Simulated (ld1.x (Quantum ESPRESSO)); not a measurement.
# Plane-wave convergence, TM potential for iron

```json
{"Element": "iron", "Generator": "ld1.x (Quantum ESPRESSO) 7.5", "Type": "norm-conserving Troullier–Martins (Kleinman–Bylander form)", "Functional": "PBEsol", "Relativity": "scalar-relativistic", "Frozen core": "[Ne] 3s2", "Valence charge": "14", "Reference configuration": "3p6 3d6 4s2 4p0", "Partial waves": "3p (bound): rc 0.90 bohr; 3d (bound): rc 1.80 bohr; 4s (bound): rc 2.05 bohr", "Local potential": "the s channel", "Core correction": "none"}
```

The pseudo-atom Hamiltonian at the reference potential is diagonalised in spherical Bessel functions j_l(qr) that vanish at 20 bohr, with q² up to the cutoff. All-electron valence levels (Ry): 3p -4.4043, 4p -0.0955, 3d -0.5534, 4s -0.3903.

How do the lowest levels (Ry) of each channel move with the cutoff, and are there ghosts?

| cutoff (Ry) | p #1 | p #2 | p #3 | d #1 | d #2 | s #1 | s #2 | f #1 | f #2 | Σ f·Δε (mRy) |
| --- | --- | --- | --- | --- | --- | --- | --- | --- | --- | --- |
| 8 | -0.5756 | 0.0088 | 0.0945 | 0.0600 | 0.1425 | -0.3873 | 0.0062 | 0.1116 | 0.2373 | 26658.9 |
| 18 | -2.6105 | -0.0467 | 0.0599 | 0.0598 | 0.1417 | -0.3895 | 0.0060 | 0.1116 | 0.2373 | 14443.9 |
| 30 | -4.0241 | -0.0568 | 0.0568 | 0.0585 | 0.1344 | -0.3902 | 0.0060 | 0.1116 | 0.2373 | 5952.7 |
| 50 | -4.3819 | -0.0589 | 0.0563 | -0.4325 | 0.0623 | -0.3903 | 0.0060 | 0.1116 | 0.2373 | 860.2 |
| 80 | -4.3934 | -0.0590 | 0.0562 | -0.5518 | 0.0620 | -0.3903 | 0.0060 | 0.1116 | 0.2373 | 75.2 |
| 120 | -4.4025 | -0.0590 | 0.0562 | -0.5531 | 0.0620 | -0.3903 | 0.0060 | 0.1116 | 0.2373 | 12.8 |
| 180 | -4.4041 | -0.0590 | 0.0562 | -0.5533 | 0.0620 | -0.3903 | 0.0060 | 0.1116 | 0.2373 | 1.5 |
| 300 | -4.4044 | -0.0590 | 0.0562 | -0.5533 | 0.0620 | -0.3903 | 0.0060 | 0.1116 | 0.2373 | 0.1 |
| 400 | -4.4044 | -0.0590 | 0.0562 | -0.5533 | 0.0620 | -0.3903 | 0.0060 | 0.1116 | 0.2373 | 0.0 |

Result: no extra level below or beside the all-electron valence levels (p, d, s, f tested); 10 mRy is reached at 140 Ry and 1 mRy at 230 Ry.

Its largest configuration-test error is -1133 meV.
